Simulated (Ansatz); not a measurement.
Program: Ansatz. Geometries: PBE0-D4/def2-TZVP. ΔE: electronic, gas phase. CBS: MP2 limit from def2 TZ/QZ plus the TZ coupled-cluster correction, frozen cores. This one scheme is used for every species. DFT in def2-TZVPP. For Ge outer-core shells are correlated without core-valence functions, which leaves a few kJ/mol of doubt a bond. Scalar relativity is left out up to krypton. Each species was taken in one conformer, which may not be the lowest.

Reaction (ligand exchange at a Ge–C bond): `C=[CH][GeH3]` + `O[SiH2]F` → `F[SiH2][O][GeH3]` + `C=C`

`C=[CH][GeH3]`:

```xyz
9

C    -0.640    0.949    1.085
C     0.144   -0.068    0.748
Ge    0.395   -0.647   -1.085
H    -1.191    1.521    0.344
H    -0.767    1.257    2.119
H     0.672   -0.606    1.532
H     1.879   -0.548   -1.485
H    -0.446    0.254   -2.003
H    -0.046   -2.112   -1.256
```

`O[SiH2]F`:

```xyz
6

O    -0.839    0.674    0.680
Si    0.328   -0.027   -0.217
F    -0.291   -0.732   -1.508
H    -1.441    0.118    1.176
H     1.215    1.061   -0.667
H     1.029   -1.094    0.535
```

`F[SiH2][O][GeH3]`:

```xyz
9

F    -0.836    1.930   -1.130
Si    0.508    1.075   -0.997
O     0.172   -0.427   -0.513
Ge   -0.464   -1.193    0.966
H     1.129    1.010   -2.335
H     1.349    1.785   -0.003
H    -0.092   -0.301    2.162
H     0.218   -2.563    1.043
H    -1.984   -1.315    0.806
```

`C=C`:

Z-matrix (Å, degrees):
```
C
C 1 1.323
H 1 1.085 2 121.7
H 1 1.085 2 121.7 3 -180.0
H 2 1.085 1 121.7 3 -0.0
H 2 1.085 1 121.7 3 -180.0
```

```csv
species,r2SCAN-D4 energy (Eh)
`C=[CH][GeH3]`,-2156.75361
`O[SiH2]F`,-466.46153
`F[SiH2][O][GeH3]`,-2544.67130
`C=C`,-78.56290
```

Task: Work out ΔE.

Result: ΔE = (-2544.67130) + (-78.56290) − (-2156.75361) − (-466.46153) = -0.01906 Eh = -50.0 kJ/mol. CCSD(T)/CBS gives -49.0 kJ/mol.

Largest T1 diagnostic among the species: 0.012.

Leaving LDA and LC-ωPBE aside and taking each functional with its dispersion term where it has one, the values, not all of them listed here, spread over 18.7 kJ/mol, from BHLYP-D4 to PBE-D4. LDA lies +5.9 kJ/mol from PBE without D4. In def2-TZVPP, CCSD(T) changes the Hartree–Fock value by +19.7 kJ/mol (the triples alone add +2.2 kJ/mol) and MP2 by +21.3 kJ/mol.
